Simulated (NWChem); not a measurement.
System: CH₃F₃Si; SMILES FC[SiH](F)F

The following NWChem deck was run.

```
start job
memory heap 200 mb stack 900 mb global 1100 mb
geometry units angstroms noautoz
  F      0.640958    -1.924413     0.000000
  C     -0.605719    -1.294670     0.000000
  Si    -0.389657     0.579432     0.000000
  F      0.443422     1.025838     1.294717
  F      0.443422     1.025838    -1.294717
  H     -1.168478    -1.624320    -0.885200
  H     -1.168478    -1.624320     0.885200
  H     -1.693389     1.281918     0.000000
end
basis spherical
  F library def2-svp
  C library def2-svp
  Si library def2-svp
  H library def2-svp
end
dft
  xc scan
  iterations 150
  mulliken
end
task dft energy
```

Geometry: optimised at B3LYP/6-31G* (spherical d).

### Question
What results follow from this input? (SCAN/def2-SVP.) Quantities: energy (Ha); highest occupied level (eV); orbital gap (eV); dipole (D).

### Answer
The energy (Ha) comes out as -628.59 and the highest occupied level (eV) comes out as -7.73. The orbital gap (eV) is 7.68 and the dipole (D) comes out as 2.79.
